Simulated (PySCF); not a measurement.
Electron correlation in Cl+ (chlorine, charge +1)

[Ne] 3s2 3p4, high-spin 3P determinant. Calculation: PySCF 2.14, in x2c-TZVPall; the spin-free X2C one-electron Hamiltonian (Gaussian nucleus). Frozen: [Ne]; 6 electrons correlated.

MP2 pair energies summed by pair of shells (mhartree):

```csv
pair,energy,share (%)
3p-3p,-56.74,47.0
3s-3p,-54.92,45.5
3s-3s,-9.10,7.5
```

Total MP2 correlation energy: -120.76 mhartree.

Same-spin part -28.05 and opposite-spin part -92.71 mhartree; SCS-MP2 scales them by 1/3 and 6/5 to -120.60 mhartree.

```tsv
level	correlation energy (mhartree)
CCSD	-146.27
(T)	-4.30
CCSD(T)	-150.57
```

Diagnostics: T1 = 0.0086, D1 = 0.0278, largest double amplitude 0.059.

Cost of the coupled-cluster step: 0.41 s of wall time on 1 thread of Neoverse-V2 (shared host), for 6 correlated electrons.
